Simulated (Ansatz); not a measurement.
B5Cl3, relaxed as a singlet with RKS B3LYP-D4/def2-SVP in Ansatz, starting from the GFN1-xTB geometry. Force threshold 0.02 eV/Å.

Another isomer (singlet) lies 0.52 eV lower at PBE0-D4/def2-TZVP; other spin states weren't run for this one.

Start:

```csv
atom,x (Å),y (Å),z (Å)
B1,0.093,0.425,-0.724
B2,0.989,0.777,0.495
B3,-0.374,-0.590,0.499
B4,0.674,-0.096,1.742
B5,-0.218,0.747,-2.172
Cl6,1.077,-0.419,3.402
Cl7,-0.623,1.004,-3.772
Cl8,-1.617,-1.850,0.530
```

Question: Estimate the energy that the relaxation releases and the steps that it takes.

Answer: 0.45 eV, in 22 steps; 39 s on 4 threads of Arm Neoverse V1 on a shared host. No frequencies were taken in this run, so the end may be a saddle point.

Question: Does the start keep its bonding and symmetry?

Answer: By distances, no bond broke or formed. The bond that changes most is B2–B3, from 1.93 to 1.73 Å (atoms count from 1). A close non-bonded pair moves further: B3–B5, from 2.99 to 2.05 Å. Point group Cs at the start, Cs at the end, both within 0.05 Å.

Question: Predict the relaxed structure.

Answer: 
```xyz
8

B     0.7255    1.1097   -0.7947
B     1.1553    0.8968    0.6727
B    -0.0998   -0.1267    0.0603
B     0.7045   -0.0639    1.7661
B    -0.2287    0.5923   -1.8535
Cl    0.3669   -1.0303    3.1285
Cl   -1.2795    0.0401   -3.0601
Cl   -1.3441   -1.4180    0.0807
```
Bond lengths: 6 × B–B 1.52 to 1.89 Å; 3 × B–Cl 1.69 to 1.79 Å.
